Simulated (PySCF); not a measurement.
# The potential of point charges around `CCCO[SiH2]/C=C/C#N`

Species: `CCCO[SiH2]/C=C/C#N`. Coordinates (GFN2-xTB, Å) and charges (e) from the PBE0/pcSseg-1 density (PySCF):

```
atom       x       y       z  Mulliken      IAO  Hirshfeld  ESP-fitted
  C1  -3.489   0.270  -0.278   -0.2868  -0.4221    -0.1139     -0.4006
  C2  -1.985   0.505  -0.329   -0.2907  -0.2533    -0.0705     +0.1967
  C3  -1.212  -0.671   0.259   +0.1058  -0.0387    +0.0142     +0.0872
  O4   0.162  -0.412   0.191   -0.6491  -0.6471    -0.2091     -0.4043
 Si5   1.410  -1.322   0.667   +0.8835  +1.0250    +0.4074     +0.6184
  C6   2.883  -0.247   0.218   -0.3711  -0.3942    -0.1077     -0.3131
  C7   2.803   0.957  -0.351   -0.1294  -0.1658    -0.0193     -0.1892
  C8   3.935   1.730  -0.671   +0.1105  +0.1418    +0.0788     +0.4443
  N9   4.862   2.355  -0.930   -0.2446  -0.2380    -0.2185     -0.4758
 H10  -3.757  -0.619  -0.843   +0.1108  +0.1379    +0.0404     +0.0921
 H11  -3.821   0.136   0.749   +0.1109  +0.1379    +0.0404     +0.0919
 H12  -4.018   1.120  -0.702   +0.1242  +0.1493    +0.0464     +0.1069
 H13  -1.728   1.406   0.232   +0.1252  +0.1401    +0.0398     -0.0064
 H14  -1.665   0.650  -1.362   +0.1252  +0.1401    +0.0398     -0.0064
 H15  -1.504  -0.832   1.304   +0.1030  +0.1211    +0.0375     +0.0404
 H16  -1.440  -1.589  -0.298   +0.1029  +0.1210    +0.0375     +0.0397
 H17   1.467  -2.598  -0.055   -0.1148  -0.1536    -0.0801     -0.1231
 H18   1.383  -1.582   2.110   -0.1147  -0.1536    -0.0800     -0.1226
 H19   3.863  -0.646   0.444   +0.1425  +0.1670    +0.0543     +0.1830
 H20   1.845   1.398  -0.595   +0.1570  +0.1853    +0.0625     +0.1408
```

Points outside the species (Å): A (-6.2, -1.7, 3.1); B (-3.0, -2.9, 5.8); C (3.7, 7.4, 0.2); D (-4.6, -6.2, -0.2).

Find the potential V = 14.3996 V·Å × Σ q/r of each set of charges at these points.

In volts:

| point | nearest atom | distance (Å) | Mulliken | IAO | Hirshfeld | ESP-fitted |
| --- | --- | --- | --- | --- | --- | --- |
| A | H11 | 3.82 | +0.295 | +0.192 | +0.146 | +0.183 |
| B | H15 | 5.17 | +0.239 | +0.179 | +0.123 | +0.156 |
| C | N9 | 5.30 | -0.287 | -0.231 | -0.172 | -0.213 |
| D | H16 | 5.59 | +0.248 | +0.178 | +0.124 | +0.159 |

How far are the other sets from the ESP-fitted one at these points?

Root-mean-square difference: IAO 0.018 V, Hirshfeld 0.037 V, Mulliken 0.091 V. The ESP scheme is a least-squares fit of atom-centred charges to the potential on four shells outside the van der Waals surface, with the total charge fixed.

What energy would a point charge of -2 e have at C in the field of the ESP charges, leaving out polarisation?

+0.426 eV = +41.1 kJ/mol, a repulsion.

The structure is a single GFN2-xTB conformer in the gas phase; no vibrational or solvent corrections.

These values come from a run that also computed NMR shieldings. The run took 30 s of wall time on an Intel Xeon 6975P-C with one thread, shared host with 192 logical CPUs at a one-minute load of 53, and the process peaked at 0.95 GiB of memory.

The values belong to the conformer `[CH3:1][CH2:2][CH2:3][O:4][SiH2:5]/[CH:6]=[CH:7]/[C:8]#[N:9]`: C1–C2–C3–O4 180°, C2–C3–O4–Si5 180°, C3–O4–Si5–C6 180°, O4–Si5–C6–C7 0°.
